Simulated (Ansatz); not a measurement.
Job for Ansatz (a first-principles code): U-B2PLYP/def2-TZVPP on ReGe, 2S+1 = 4, a spin state set in the input, which need not be the lowest, a point of a bond scan (R = 2.307 Å). Elements past Kr take the def2 small-core potentials; no spin–orbit coupling.

Ansatz 0.2 input:
```yaml
crystal:
  periodic: [false, false, false]
  atoms:
    - {symbol: Re, position_ang: [0.00000000, 0.00000000, 0.00000000]}
    - {symbol: Ge, position_ang: [0.00000000, 0.00000000, 2.30742900]}
basis:
  gaussian:
    orbitals: def2-TZVPP
    pivot_positions_ang: [[0.00000000, 0.00000000, 0.00000000], [0.00000000, 0.00000000, 2.30742900]]
hamiltonian:
  xc: {name: B2PLYP}
magnetization: {spin_polarized: true, initial_magnetization: 3}
correlation: {electrons: valence}
output: {orbitals: {seedname: ./end}}
```

Task: Give the final energy of this run.

Result: -2154.6978 hartree. Its determinant has ⟨S²⟩ = 4.83, a mixture of spin states.

Task: How many basis functions does it have, and what does it roughly cost on one machine?

Result: 104 functions; about 24 core-seconds (a rough figure).
